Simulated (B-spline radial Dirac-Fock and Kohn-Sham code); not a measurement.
The Fe-like isoelectronic sequence (26 electrons), Z = 26 to 34

The computed values come from a B-spline atomic structure program: multi-electron Dirac-Fock with separately optimised hole states, Breit and Lamb-shift corrections added in first order. Binding energies in eV, tabulated ground configurations. Correlation energy is missing from these numbers.

```
 ion  configuration      2s   2p1/2  3p3/2     3d  outermost level  NIST ionisation energy
  Fe   [Ar] 3d6 4s2   862.1   734.6  69.25  11.81        6.88 (4s)                7.902468
 Co⁺       [Ar] 3d8   944.0   810.1  79.11  15.87       15.87 (3d)                 17.0844
Ni²⁺       [Ar] 3d8  1048.4   907.7  104.1  34.50       34.50 (3d)          35.187 ± 0.019
Cu³⁺       [Ar] 3d8  1161.1  1013.5  133.0  57.09       57.09 (3d)            57.38 ± 0.05
Zn⁴⁺       [Ar] 3d8       ?       ?      ?      ?                ?                       ?
Ga⁵⁺       [Ar] 3d8  1410.2  1248.7  201.6  113.0       113.0 (3d)             112.7 ± 1.1
Ge⁶⁺       [Ar] 3d8  1546.4  1377.7  240.9  146.0       146.0 (3d)             144.9 ± 1.5
As⁷⁺       [Ar] 3d8  1690.2  1514.4  283.5  182.2       182.2 (3d)               180 ± 2.1
Se⁸⁺       [Ar] 3d8  1841.6  1658.6  329.3  221.7       221.7 (3d)               219 ± 2.2
```

Problem. Fill in the row of Zn⁴⁺.

Solution. 2s 1281.7, 2p1/2 1127.2, 3p3/2 165.6, 3d 83.31, outermost 83.31 (3d), NIST 82.6 ± 0.9 eV.

NIST's values are for the lowest levels; a dash marks a value that is missing or belongs to another shell. Their kind here: measured, semi-empirical, theoretical. Where a p, d or f shell is open in either ion the computed value averages over both j values and all terms, while the table refers to the lowest levels; that difference holds spin-orbit splitting (largest in heavy or highly charged ions), term energies where several electrons share open shells, and correlation, and it can reach 10 % or more.
